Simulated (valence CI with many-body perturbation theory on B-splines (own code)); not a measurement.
Values are calculated unless marked as measured or tabulated.
## Ce³⁷⁺ in three bases

Method: configuration interaction combined with many-body perturbation theory (CI+MBPT): three valence electrons over a frozen Dirac-Fock core [Ar], radial functions for each j: 7 s, 7 p, 8 d, 6 f, 4 g, 1 h, with the one-electron correlation potential Σ1, the two-electron term Σ2, the three-electron term Σ3, Breit, model QED; selected CI, second order for the rest, scaled by the run's own slope (own B-spline code, finite nucleus).

No measured spectrum was set against this ion. As an estimate, large intervals hold to a few tenths of a per cent, small ones and those within an open d or f shell to about a per cent. Only levels of the ground parity were solved; by the run's estimate the other parity begins above the list, which can be wrong where configurations are misplaced.

The reference run has the lowest level (3d3/2^3) J=3/2 and an ionisation energy of 2600.21 eV. Its largest variational space holds 4842 state functions.

Levels are named by their leading jj configuration (3d3/2^4 stands for four electrons in 3d with j = 3/2), which in mixed levels can hold well under half, so a name can repeat and another be missing. Letters in brackets count levels of one name in rising energy.

Changed runs:
A. basis 6 s, 6 p, 5 d, 5 f, 1 g
B. basis 5 s, 5 p, 4 d, 4 f

Excitation energies of the reference run in cm⁻¹, and shifts in cm⁻¹:

```
                    Level  Reference      A      B
(3d3/2^2 3d5/2) J=5/2 [a]     137508   -193   -315
    (3d3/2^2 3d5/2) J=3/2     181916    +35   +157
    (3d3/2^2 3d5/2) J=7/2     189747    -14    +44
    (3d3/2^2 3d5/2) J=9/2     200392   +118   +328
    (3d3/2^2 3d5/2) J=1/2     209253    +96   +288
(3d3/2^2 3d5/2) J=5/2 [b]     314730   +161   +371
(3d3/2 3d5/2^2) J=7/2 [a]     333721    -28    +25
    (3d3/2 3d5/2^2) J=9/2     353293    -34    +68
(3d3/2 3d5/2^2) J=3/2 [a]     384101    +69   +162
    (3d3/2 3d5/2^2) J=1/2     399830   +204   +502
   (3d3/2 3d5/2^2) J=11/2     413208   +233   +647
(3d3/2 3d5/2^2) J=5/2 [a]     429800   +285   +609
   Ionisation energy (eV)    2600.21  -0.06  -0.09
```
